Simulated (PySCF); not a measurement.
BH2, SMILES [BH2+], charge +1.

The structure is a stationary point at r2SCAN-D4/def2-TZVPD.

Two levels are set side by side: PBE/def2-TZVPD (PySCF) and r2SCAN/def2-TZVPD (PySCF). Same geometry, gas phase. Differences are taken from unrounded values.

```tsv
quantity	r2SCAN	PBE	PBE minus r2SCAN
orbital gap (eV)	7.80	6.85	-0.95
highest occupied level (eV)	-19.34	-18.96	0.38
lowest empty level (eV)	-11.54	-12.11	-0.57
mean polarisability (bohr³)	9.7	9.8	0.1
```

Rough cost on one machine, each run with all the roots and properties that it gave: r2SCAN against PBE about 4 times.
